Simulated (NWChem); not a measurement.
A series in which one site is exchanged, each optimised at PBE0/def2-SVP with NWChem, gas phase unless a solvent is named. Some are not confirmed as minima by frequencies. def2 effective core potentials on I, Hf; no spin-orbit coupling.

A: [GeH3][I] (GeH$_{3}$I; site = Ge)
B: [TiH3][I] (TiH3I; site = Ti)
C: [SiH3]I (SiH3I; site = Si)
D: [I][HfH3] (HfH3I; site = Hf)

Q: Rank them by lowest singlet excitation, B3LYP/def2-SVPD, TDA (eV), lowest first.

A: B (3.21), D (4.25), A (4.83), C (5.27)
